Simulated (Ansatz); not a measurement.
One geometry of [VO4]3- (VO4³⁻), several levels of theory.

```yaml
crystal:
  periodic: [false, false, false]
  atoms:
    - {symbol: V, position_ang: [-0.000002, 0.000002, 0.000003]}
    - {symbol: O, position_ang: [0.010915, -0.018596, 1.744125]}
    - {symbol: O, position_ang: [1.640885, 0.010828, -0.591623]}
    - {symbol: O, position_ang: [-0.829807, 1.428009, -0.561034]}
    - {symbol: O, position_ang: [-0.821992, -1.420233, -0.591471]}
basis:
  gaussian: {orbitals: def2-TZVPD, initial_orbitals: start.molden}
total_charge: -3
hamiltonian: {xc: pbe, dispersion: d4}
scf: {omitted_lower_state_checks: [starts]}
output: {forces: true, orbitals: {seedname: orbitals}}
```

The file start.molden holds the orbitals of an earlier run on this structure, at another level or in another basis.

```sh
$ ansatz run in.yaml --threads 4 --pin off --events-out ev --progress --plain --max-ram 3916MiB
```

It prints (some lines left out):

```
Functional definition: PBE
1189 factors; their error is unknown
mean field evaluation 1: about -33860.4105 eV, gradient 1.3e1 eV
mean field evaluation 2: about -33860.7042 eV, gradient 3.8e-1 eV
mean field evaluation 4: about -33860.6953 eV, gradient 3.6e-2 eV
mean field evaluation 8: about -33860.6953 eV, gradient 1.4e-5 eV
mean field -33860.69533546 eV, -1244.3576019744 hartree, gradient 9.0e-6 eV, S^2 0.000000; 0 other end points of the search recorded, 0 dependent functions left out
reference -33860.69537250 eV, -1244.3576033357 hartree; 29, 29 occupied and 179, 179 virtual orbitals, 1189 factors
Total energy: -33860.87875091 eV, -1244.3643423679 hartree
Atom 0 at    -0.000002     0.000002     0.000003 Å, force     0.000085    -0.000029    -0.000167 eV/Å
Atom 1 at     0.010915    -0.018596     1.744125 Å, force     0.003691    -0.006208     0.580374 eV/Å
Atom 2 at     1.640885     0.010828    -0.591623 Å, force     0.545389     0.003578    -0.196733 eV/Å
Atom 3 at    -0.829807     1.428009    -0.561034 Å, force    -0.275915     0.474895    -0.186699 eV/Å
Atom 4 at    -0.821992    -1.420233    -0.591471 Å, force    -0.273250    -0.472236    -0.196775 eV/Å
Dipole moment:    -0.000035     0.000012     0.000070 e Å
Checks for a lower state left out: starts
```

Run time 19 s (4 threads of Intel Xeon on a shared host).

As the first input, with `hamiltonian: {xc: pbe0, dispersion: d4}`, `output: {orbitals: {seedname: orbitals}}` (abridged; 10 s):

```
Functional definition: PBE0
mean field -33858.39154671 eV, -1244.2729392994 hartree, gradient 2.4e-5 eV, S^2 0.000000
Total energy: -33858.54580342 eV, -1244.2786081290 hartree
Checks for a lower state left out: starts
```

The first input with `hamiltonian: {xc: {name: wB97M-V}}`, `output: {orbitals: {seedname: orbitals}}` (abridged; 23 s):

```
Functional definition: wB97M-V
mean field -33868.89537204 eV, -1244.6589477607 hartree, gradient 1.7e-5 eV, S^2 0.000000
Total energy: -33868.89541725 eV, -1244.6589494222 hartree
Checks for a lower state left out: starts
```

The first input with `gaussian: {orbitals: STO-3G}`, `hamiltonian: {xc: hf}`, `output: {orbitals: {seedname: orbitals}}` (abridged; 1.9 s):

```
Functional definition: HF
a density is far from that of the atoms, so the factors are made again for it
mean field evaluation 16: about -33400.0727 eV, gradient 7.8e-3 eV
mean field -33400.35935997 eV, -1227.4405669023 hartree, gradient 1.8e-5 eV, S^2 0.000000
Total energy: -33400.35935997 eV, -1227.4405669023 hartree
Checks for a lower state left out: starts
```

As the first input, with `hamiltonian: {xc: {name: r2SCAN0}, dispersion: d4}`, `output: {orbitals: {seedname: orbitals}}` (abridged; 11 s):

```
Functional definition: r2SCAN0
mean field -33865.45999116 eV, -1244.5326998419 hartree, gradient 2.1e-5 eV, S^2 0.000000
Total energy: -33865.51081409 eV, -1244.5345675500 hartree
Checks for a lower state left out: starts
```

As the first input, with `hamiltonian: {xc: r2scan, dispersion: d4}`, `output: {orbitals: {seedname: orbitals}}` (abridged; 8.5 s):

```
Functional definition: r2SCAN
mean field -33869.64110368 eV, -1244.6863528929 hartree, gradient 2.4e-5 eV, S^2 0.000000
Total energy: -33869.68420430 eV, -1244.6879368116 hartree
Checks for a lower state left out: starts
```

First input, but with `correlation: {method: ccsd_t}`, `output: {orbitals: {seedname: orbitals}}` and without the key `hamiltonian` (abridged; 4.1 min):

```
Functional definition: HF
mean field evaluation 16: about -33783.3990 eV, gradient 4.3e1 eV
mean field evaluation 32: about -33789.6927 eV, gradient 1.1e0 eV
mean field evaluation 64: about -33789.7550 eV, gradient 1.2e-2 eV
mean field evaluation 96: about -33789.7554 eV, gradient 9.6e-2 eV
mean field evaluation 128: about -33788.7239 eV, gradient 1.5e1 eV
mean field -33796.27813599 eV, -1241.9903135577 hartree, gradient 2.6e-6 eV, S^2 0.000000
9 core orbitals not correlated: weight in the atoms' cores, before any rotation towards them, 1.000 or more for the frozen orbitals, at most 0.000 for the correlated occupied ones
second order -44.93516584 eV of doubles, -0.00000000 eV of singles
cycle   1  -36.18105014 eV  change     8.8e0 eV  update   5.3e-1
cycle   2  -40.53756240 eV  change    -4.4e0 eV  update   5.9e-1
cycle   3  -41.10804290 eV  change   -5.7e-1 eV  update   9.5e-2
cycle   4  -41.21207478 eV  change   -1.0e-1 eV  update   5.3e-2
cycle   5  -41.09830328 eV  change    1.1e-1 eV  update   1.4e-2
cycle   6  -41.10034126 eV  change   -2.0e-3 eV  update   8.4e-3
cycle   7  -41.11024921 eV  change   -9.9e-3 eV  update   3.6e-3
cycle   8  -41.10434633 eV  change    5.9e-3 eV  update   2.2e-3
cycle   9  -41.10152920 eV  change    2.8e-3 eV  update   8.9e-4
cycle  10  -41.10332072 eV  change   -1.8e-3 eV  update   4.5e-4
cycle  11  -41.10419543 eV  change   -8.7e-4 eV  update   2.5e-4
cycle  12  -41.10404631 eV  change    1.5e-4 eV  update   1.8e-4
cycle  13  -41.10369589 eV  change    3.5e-4 eV  update   8.2e-5
cycle  14  -41.10389127 eV  change   -2.0e-4 eV  update   6.1e-5
cycle  15  -41.10391416 eV  change   -2.3e-5 eV  update   3.7e-5
cycle  16  -41.10381041 eV  change    1.0e-4 eV  update   1.6e-5
cycle  17  -41.10381571 eV  change   -5.3e-6 eV  update   9.6e-6
perturbative correction -3.34562650 eV, -0.1229495062 hartree
Total energy: -33840.72757821 eV, -1243.6238004302 hartree
Checks for a lower state left out: starts
```

Geometry: r2SCAN-D4/def2-SVPD.

Correlated methods freeze 9 core orbitals; core or outer-core shells of V are correlated, in sets that lack core-valence functions. A multiply charged anion in the gas phase is held together partly by the finite basis. A triplet lies near this restricted singlet, and broken spin symmetry wasn't tried. At PBE-D4/def2-TZVPD, PBE0-D4/def2-TZVPD, ωB97M-V/def2-TZVPD, HF/STO-3G and others the highest occupied level of the charge -3 singlet lies above zero (up to 15.57 eV). In Hartree–Fock with STO-3G the lack of diffuse functions raises the level. The electron is either unbound and held by the finite basis, or the level is raised by self-interaction error.
